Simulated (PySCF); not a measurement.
Oxygen: a sound run and one with changed settings

Sound run: O²⁺ [He] 2s2 2p2, O³⁺ [He] 2s2 2p1. Computed with PySCF 2.14 in aug-cc-pVDZ (4s3p2d, 23 functions), with the non-relativistic Hamiltonian (point nucleus). In the sound run the correlated levels freeze 1s2. The sound run starts from symmetry-adapted Hartree-Fock orbitals and uses a fine grid where one is needed.

Changed run: all electrons correlated in a basis built for the valence shell.

```tsv
species	method	sound run (hartree)	changed run (hartree)	converged
O²⁺	MP2	-73.13977	-73.14143	yes
O²⁺	CCSD(T)	-73.16313	-73.16459	yes
O³⁺	MP2	-71.12648	-71.12816	yes
O³⁺	CCSD(T)	-71.15842	-71.15978	yes
```

Ionisation energy of O²⁺:

```
 method  sound run (eV)  changed run (eV)
    UHF          54.634            54.634
    MP2          54.785            54.784
SCS-MP2          54.682            54.679
   CCSD          54.546            54.549
CCSD(T)          54.551            54.554
```

A valence basis has no tight correlating functions, so it recovers only part of the core correlation, and not evenly between atom and ion.

For comparison, NIST gives 54.936 eV between the lowest levels.
